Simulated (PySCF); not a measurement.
Spectroscopy problems

Computational details: geometry: GFN2-xTB, shielding tensors at PBE0/pcSseg-1 (GIAO), in PySCF 2.14 (isolated molecule, averaged over atoms made equivalent by symmetry, fast rotation or ring inversion, relativity neglected, one computed conformer).

Referencing at the same level of theory: 1H and 13C against TMS. Splittings of carbon signals by F and P are missing where no couplings were computed. Where no couplings were computed, multiplicities follow the n + 1 count of equivalent neighbours, and m marks all less simple cases (inequivalent or close neighbours, rings, F or P nearby). Shifts are as computed. Against solution values, carbons near 30 ppm lie about +3 ppm off and those near 130 ppm about +5 ppm; carbons on Cl a further +6 ppm. Of 1211 compounds with measured shifts, 218 miss one by over three times the rms of a fit or turn the order of signals round; such compounds aren't used in these exercises. Carbons bonded to Cl come out too deshielded.

Q: C8H6ClFO. 1H NMR (500 MHz, computed): δ 8.37 (m, 1H), 8.19 (d, 1H), 7.62 (m, 1H), 2.56 (s, 3H). 13C{1H} NMR (computed): δ 175.6, 170.5, 141.5, 136.9, 136.0, 133.2, 127.5, 18.1. Identify the compound.

A: `c1(C)ccc(C(=O)Cl)cc1F`. Rings plus π bonds: 5 (1 ring in the answer). 8 carbon signals for 8 carbons: no two carbons are equivalent. Carbon types of the structure: 4 × C, 3 × CH, 1 × CH3, which accounts for all hydrogens. δC 175.6: carbonyl carbon. δC 170.5: aromatic carbon bearing fluorine; the electronegative substituent deshields the carbon that carries it. δC 141.5, 136.0: substituted aromatic carbon. δC 136.9, 133.2, 127.5: aromatic CH; the aromatic region.

The shifts were computed for this structure.

Q: C5H11OP. 1H NMR (400 MHz, computed): δ 5.94 (m, 1H), 5.41 (m, 1H), 5.35 (m, 1H), 2.72 (m, 2H), 1.24 (m, 6H). 13C{1H} NMR (computed): δ 140.3 (CH), 125.4 (CH2), 46.0 (CH2), 17.3 (CH3). Give a structure.

A: `C=CCP(C)(C)=O`. 4 carbon signals for 5 carbons: some carbons are equivalent by symmetry or fast rotation. Carbon types of the structure: 1 × CH, 2 × CH2, 2 × CH3, which accounts for all hydrogens. δC 140.3: alkene CH; as expected for a trigonal carbon in a double bond. δC 125.4: terminal =CH2 carbon; an sp2 carbon of a C=C bond. δH 5.41, 5.35: hydrogen on a terminal =CH2 carbon; a vinylic proton, deshielded by the sp2 carbon and the C=C anisotropy. δH 2.72: hydrogen on an allylic sp3 CH2 bonded to P; allylic position.

The data come from this structure; uniqueness wasn't tested.

Q: C10H8O. 1H NMR (500 MHz, computed): δ 7.91 (m, 1H), 7.83 (m, 2H), 7.70 (m, 2H), 7.58 (m, 1H), 7.54 (t, 1H), 7.01 (m, 1H). 13C{1H} NMR (computed): δ 148.7, 143.7, 138.1, 134.9, 134.5, 132.3, 131.1, 116.0. Identify the compound.

A: 3-phenylfuran (c1ccc(-c2ccoc2)cc1). The formula gives 7 degrees of unsaturation (2 rings in the answer). 8 carbon signals for 10 carbons: some carbons are equivalent by symmetry or fast rotation. Carbon types of the structure: 2 × C, 8 × CH, which accounts for all hydrogens. δC 148.7, 143.7: aromatic CH next to the ring oxygen. δC 138.1, 134.9: substituted aromatic carbon. δC 134.5, 132.3, 131.1, 116.0: aromatic CH. δH 7.91, 7.58: hydrogen on an aromatic CH next to the ring oxygen; it sits in the deshielding region of the aromatic ring current.

The shifts were computed for this structure.
